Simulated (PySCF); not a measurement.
## C₆ coefficients of unlike pairs at M06

Calculated with PySCF 2.14 from the dipole response of each species, C₆(A,B) = (3/π) ∫ α_A(iu) α_B(iu) du, in atomic units, from isotropic polarisabilities. For ions this is the dispersion term alone; charge-induced terms of lower order in 1/R come first.

```
species           configuration                                                                                              basis      relativity  α (bohr³)  C₆ (like pair)
 Ti(2+)           [Ar] 3d2 (3F)                 x2c-QZVPPall with one added diffuse shell each of s, p, d, f, g type (12s8p6d4f3g)   spin-free X2C      5.174           15.20
    Br+  [Ar] 3d10 4s2 4p4 (3P)                                                                          aug-cc-pVTZ-DK (7s6p4d2f)   spin-free X2C      12.23           73.61
 Sb(2+)  [Kr] 4d10 5s2 5p1 (2P)  aug-cc-pVQZ-PP with one added diffuse shell each of s, p, d, f, g type with ECP28MDF (8s8p6d4f3g)  core potential      15.31           90.09
    Al+           [Ne] 3s2 (1S)                                                                            aug-cc-pVDZ-DK (5s4p2d)   spin-free X2C      24.29           117.9
```

Q: Estimate C₆ for Sb(2+) with Br+.

A: The integral gives 80.98. The combination rule 2 C_A C_B / (C_A α_B/α_A + C_B α_A/α_B) gives 80.81 and the geometric mean 81.43.

No spin-orbit coupling is included.

The other pairs:

```csv
pair,C₆
"Al+, Br+",84.18
"Al+, Ti(2+)",35.54
"Al+, Sb(2+)",96.65
"Br+, Ti(2+)",32.75
"Sb(2+), Ti(2+)",35.94
```
